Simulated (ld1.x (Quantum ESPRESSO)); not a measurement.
Which setting gave this result? (nitrogen (N), TM)

Base potential:

nitrogen (N), norm-conserving Troullier–Martins (Kleinman–Bylander form), made with ld1.x (Quantum ESPRESSO) 7.5 (PBE, scalar-relativistic). Core [He], reference 2s1.5 2p3.5. Waves: 2s (bound): rc 0.75 bohr; 3d channel at 0.15 Ry: rc 1.65 bohr; 2p (bound): rc 1.55 bohr. Local part: the p channel. Core correction: a·sin(br)/r model core inside 0.35 bohr.

Cutoffs, loose and tight: the cutoffs (Ry, on a coarse ladder) from which the occupation-weighted sum of valence levels, in a spherical-Bessel basis at the reference potential, stays within 10 and 1 mRy of its value at 400 Ry. They do not see the model core or the augmentation charge, which bear on the density cutoff. Test errors are all-electron minus pseudo excitation energies from the reference, over the configurations 2s2 2p3; 2s2 2p2; 2s2 2p1; 2s1 2p4; 2s1 2p0; 2s2 2p3.3; 2s2 2p0; variants that change the core or the reference have their own tests.

Only the p radius is moved:

```csv
p radius (bohr),"cutoff, loose","cutoff, tight",bound ghosts,largest test error (meV),median size of the test errors
1,100 Ry,200 Ry,none,+264,5.2 meV
1.22,90 Ry,160 Ry,none,+518,10.2 meV
1.38,90 Ry,160 Ry,none,+806,15.0 meV
1.52,90 Ry,160 Ry,none,+1154,21.0 meV
1.68,90 Ry,160 Ry,none,+1657,30.6 meV
1.82,90 Ry,160 Ry,none,+2175,41.8 meV
2.18,90 Ry,160 Ry,none,+4009,89.5 meV
2.36,90 Ry,160 Ry,none,+5133,124.3 meV
```

**Question.** One more run gave cutoff, loose: 90 Ry; cutoff, tight: 160 Ry; bound ghosts: none; largest test error (meV): +3099; median size of the test errors: 64.3 meV. Which value of the p radius was used?

**Answer.** 2.04 bohr. The median size of the test errors moves one way along this sweep, from 5.2 meV at 1 to 124.3 meV at 2.36 bohr, which places the run between 1.82 and 2.18 bohr.
